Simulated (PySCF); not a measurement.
**Spinor energies of Tc(33+) (technetium, charge +33)**

Start: [Ne]. Calculated with PySCF 2.14 in an even-tempered Gaussian basis (17 s from 13 bohr⁻², ratio 2.4; 12 p from 17 bohr⁻², ratio 2.4; 5 d from 68 bohr⁻², ratio 2.6; 4 f from 100 bohr⁻², ratio 2.6): generalised Hartree-Fock with the X2C-1e Hamiltonian and a Gaussian nucleus; one run each with spin-orbit coupling (SO) switched off, then screened by Boettger's factors.

| spinor shell | electrons | ε, spin-free (eV) | ε, screened SO (eV) | weight of nominal j (screened SO) | rms radius, screened SO (bohr) |
| --- | --- | --- | --- | --- | --- |
| 1s1/2 | 2 | -23045.3 | -23044.4 | 1.000 | 0.0393 |
| 2s1/2 | 2 | -4856.0 | -4855.7 | 1.000 | 0.158 |
| 2p1/2 | 2 | -4544.4 | -4629.5 | 1.000 | 0.137 |

Task: Where does 2p3/2 lie, and what is the 2p spin-orbit splitting (screened SO)?

Result: At -4504.9 eV, 124.62 eV above 2p1/2.

| quantity | spin-free | screened SO |
| --- | --- | --- |
| E (hartree) | -3408.39190 | -3408.86445 |
| M_J | 0 | 0 |
| ⟨J²⟩ | 0.000 | 0.000 |
| ⟨L²⟩ | 0.000 | 0.003 |
| ⟨S²⟩ | 0.000 | 0.003 |

Breit and QED terms are absent; they matter most for the inner s and p1/2 levels.

Densities and radii are taken from the X2C orbitals without a picture-change correction, which distorts them close to the nucleus.

Without spin-orbit coupling the j labels of p, d and f shells carry no meaning; the spin-free column gives the mean over the occupied spinors of each nl shell.
